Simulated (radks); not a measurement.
Results of a calculation; reference values are marked as such.
All-electron atom: Kr3+ in [Ar] 3d10 4s2 4p3.

Code: a radial shooting solver on a logarithmic mesh with Libxc functionals. Model: Dirac Kohn-Sham, BLYP, spin-unpolarised, spherical densities, finite nucleus; open shells fill j = l - 1/2 first; Fermi nuclear charge, rms radius 4.1884 fm.

Energy parts (eV):
total: -75869.180
kinetic: 77919.803
electron-nucleus: -182006.677
Hartree: 30825.490
exchange-correlation: -2607.796

Orbitals (lengths in bohr, moments of r in powers of bohr):
orbital	occ.	eigenvalue (eV)	<r>	small-component weight
1s1/2	2	-14197.52	0.04148	1.71e-02
2s1/2	2	-1904.445	0.1832	3.39e-03
2p1/2	2	-1725.332	0.1573	3.39e-03
2p3/2	4	-1671.451	0.1613	3.31e-03
3s1/2	2	-303.6930	0.5300	8.31e-04
3p1/2	2	-240.4388	0.5331	7.80e-04
3p3/2	4	-232.4977	0.5435	7.57e-04
3d3/2	4	-122.1450	0.5515	6.39e-04
3d5/2	6	-120.8345	0.5554	6.33e-04
4s1/2	2	-58.8753	1.465	1.54e-04
4p1/2	2	-43.7075	1.649	1.23e-04
4p3/2	1	-42.8092	1.676	1.20e-04
4d3/2	0	-22.2254	2.361	6.38e-05
4d5/2	0	-22.1435	2.371	6.34e-05
5s1/2	0	-20.5936	3.366	4.20e-05

The highest occupied level is 4p3/2 at -42.809 eV. The density falls to 0.001 e/bohr^3 at r = 3.27 bohr.
